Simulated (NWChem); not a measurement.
Species: Si₂H₃ cation, singlet

```xyz
5

Si     0.0000     0.0000     1.3326
Si     0.0000     0.0000    -1.0754
H      1.2090    -0.7927    -1.4497
H      0.0820     1.4434    -1.4497
H     -1.2910    -0.6507    -1.4497
```
Atoms are numbered in this order, from 1.

Program: NWChem. Low-valent species are run as closed-shell singlets; no triplet was tried in these runs. Structure relaxed at the PBE0/def2-SVP level. Level: M06-2X/def2-SVP with SMD (1 M gas to 1 M solution), gas-phase geometry. Reactions with the solvent are ignored.

Problem. What does the run give for solvent tetrahydrofuran? Quantities: solvation free energy (kcal/mol); cavity-dispersion-structure term (kcal/mol).

Solution. 
```
Quantity                                     Result
-------------------------------------------  ------
solvation free energy (kcal/mol)              -53.4
cavity-dispersion-structure term (kcal/mol)    -0.6
```
